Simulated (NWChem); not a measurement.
GeBr cation, singlet

Program: NWChem. Pople sets run with spherical d functions. Low-valent species are run as closed-shell singlets; no triplet was tried in these runs. This build's default masses of Se (78.918 u) and Br (79.917 u) are each other's, which moves their modes by up to 0.6 %. B3LYP is NWChem's, with the RPA form of VWN correlation. Each level has its own optimisation; frequencies are unscaled.

| level | r Br–Ge (Å) | highest harmonic frequency (cm⁻¹) | zero-point energy (kcal/mol) |
|---|---|---|---|
| Hartree-Fock/3-21G | 2.299 | 336 | 0.5 |
| B3LYP/3-21G | 2.306 | 330 | 0.5 |
| PBE/def2-SVP | 2.235 | 353 | 0.5 |
| Hartree-Fock/6-31G* | 2.209 | 380 | 0.5 |
| B3LYP/6-31G* | 2.235 | 357 | 0.5 |
